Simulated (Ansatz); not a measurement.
`OB(O)C1=CCC=C1` + H–F → `FC1=CCC=C1` + `OBO`  (substitution at a C–B bond)

Calculated with Ansatz (gas phase, PBE0-D4/def2-TZVP geometries, no zero-point term in ΔE). CBS: MP2 limit from def2 TZ/QZ plus the TZ coupled-cluster correction, frozen cores. This one scheme is used for every species. Functionals use def2-TZVPP. B3LYP here is the variant with VWN-RPA as its local correlation; programs differ in this. Each species was taken in one conformer, which may not be the lowest.

Is it downhill or uphill in electronic energy at CCSD(T)/CBS, and by how much? (Best estimate.)

Ansatz gave: Uphill: ΔE = +99.9 kJ/mol.

What do these levels give: r2SCAN-D4, PBE0-D4, B3LYP-D4, ωB97X-V, PBE, PBE0, HF/def2-TZVPP, MP2/def2-TZVPP, CCSD/def2-TZVPP, MP2/def2-QZVPP, SCS-MP2/def2-QZVPP, HF/CBS(def2)? (Best estimate.)

The calculation gave: r2SCAN-D4 82.4, PBE0-D4 87.2, B3LYP-D4 83.3, ωB97X-V 79.9, PBE 74.6, PBE0 80.7, HF/def2-TZVPP 72.3, MP2/def2-TZVPP 105.6, CCSD/def2-TZVPP 92.7, MP2/def2-QZVPP 108.3, SCS-MP2/def2-QZVPP 98.5, HF/CBS(def2) 72.3 kJ/mol.

Largest T1 diagnostic among the species: 0.013.

In def2-TZVPP, CCSD(T) changes the Hartree–Fock value by +22.9 kJ/mol (the triples alone add +2.5 kJ/mol) and MP2 by +33.3 kJ/mol. From PBE to PBE0 (25 % exact exchange), in def2-TZVPP and without D4, ΔE moves by +6.0 kJ/mol. The D4 term adds +11.3 kJ/mol with B3LYP and +6.6 kJ/mol with PBE0; it sums over pairs of atoms, weighted by their polarisabilities, and B3LYP, whose exchange is more repulsive, gets the larger term.
